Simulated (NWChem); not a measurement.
System: C3H4OSi; SMILES C([SiH2]C=O)#C

```xyz
9

C      0.6261    -2.7384    -0.0122
C      0.0610    -1.6602    -0.0043
Si    -0.7240    -0.0051     0.0059
C      0.6373     1.3730     0.0299
O      0.3133     2.5319    -0.0218
H      1.1196    -3.6947    -0.0194
H     -1.5651     0.1622     1.2255
H     -1.5550     0.1874    -1.2159
H      1.7233     1.0837     0.0968
```
Atoms are numbered in this order, from 1.

Structure relaxed at the PBE0/def2-SVP level.

Task: Give the principal values of the shielding tensors (ppm) of C1, C2, Si3, C4, O5 from PBE0/pcSseg-1, GIAO (NWChem), with their diamagnetic and paramagnetic parts as GIAO splits them.

Result: 
```tsv
atom	σ11	σ22	σ33	isotropic	diamagnetic	paramagnetic
C1	-8.5	-8.2	251.0	78.1	260.4	-182.3
C2	9.4	10.3	287.2	102.3	259.0	-156.7
Si3	423.7	432.8	479.2	445.2	881.0	-435.8
C4	-164.3	-89.7	84.2	-56.6	253.7	-310.3
O5	-1696.4	-564.0	396.1	-621.4	401.2	-1022.6
```
